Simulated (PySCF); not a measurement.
Unrelated species, one level of theory. Method used: TDDFT CAM-B3LYP/def2-SVPD, vertical, gas phase, core orbitals frozen in the response in PySCF 2.14.0, density-fitted response routines. Geometries: GFN2-xTB; one conformer of each isolated species. Triplets are in the Tamm–Dancoff approximation.

Question: Rank by computed S1–T1 gap, lowest first.
A. `C=C[Si@@H](Cl)[SiH2]C=O`
B. `[H]/N=C\[SiH2]n1cccc1`
C. `C#CC[SiH2]O`
D. `O[Si@@H]1C=CC1`
E. `C1=CO[SiH2]C1`

Answer: A (0.67 eV), B (0.82 eV), C (1.04 eV), E (1.63 eV), D (1.83 eV).

```tsv
SMILES	S1−T1 (eV)	S1 (eV)	T1 (eV)	S1 mainly	T1 mainly	f(S1)
C=C[Si@@H](Cl)[SiH2]C=O	0.67	3.29	2.62	H→L (91%)	H→L (90%)	0.000
[H]/N=C\[SiH2]n1cccc1	0.82	4.24	3.41	H-1→L (48%)	H-1→L (46%)	0.000
C#CC[SiH2]O	1.04	6.51	5.48	H→L+3 (32%)	H→L+2 (20%)	0.002
C1=CO[SiH2]C1	1.63	5.85	4.22	H→L (88%)	H→L+2 (89%)	0.006
O[Si@@H]1C=CC1	1.83	6.12	4.29	H-1→L (70%)	H→L (59%)	0.002
```

H and L stand for HOMO and LUMO. For `C#CC[SiH2]O`, `C1=CO[SiH2]C1` and `O[Si@@H]1C=CC1` the leading configurations of S1 and T1 differ. Singlets come from full response and triplets from the Tamm–Dancoff approximation.
